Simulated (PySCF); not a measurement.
Vertical excitations of a molecule CH₅ClO₂Si from TDA-LC-ωPBE/def2-SVPD in PySCF, as energy in eV (oscillator strength): 8.62 (0.003), 8.85 (0.005), 8.94 (0.036), 9.07 (0.054), 9.21 (0.058), 9.24 (0.018), 9.41 (0.112), 9.49 (0.072), 9.54 (0.079), 9.81 (0.021). Lowest triplet (TDA): 8.18 eV. The structure is a stationary point at B3LYP-D3(BJ)/def2-SVP. Other conformers were not sampled.

Which molecule gave these data?
A) C[Si](O)(O)Cl
B) CO[SiH](O)Cl
C) OC[Si@@H](O)Cl

B, CO[SiH](O)Cl
